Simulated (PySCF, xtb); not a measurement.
Al(Me)(Cl) (CH3AlCl), SMILES [Al]([CH3])[Cl], multiplicity 2.

Harmonic wavenumbers (cm⁻¹) from GFN2-xTB run with xtb 6.7.1 at its own minimum, in rising order: 57, 105, 468, 477, 546, 606, 1272, 1443, 1446, 2923, 2930, 2953.

What does B3LYP-D3(BJ)/def2-TZVP (PySCF) give at its own minimum? (The exact figures need the calculation; the answer reports its results.)

69, 157, 460, 575, 605, 694, 1188, 1436, 1447, 3017, 3089, 3121. Paired by order, the mean absolute difference is 69 cm⁻¹ and the zero-point energies are 21.8 and 22.7 kcal/mol.
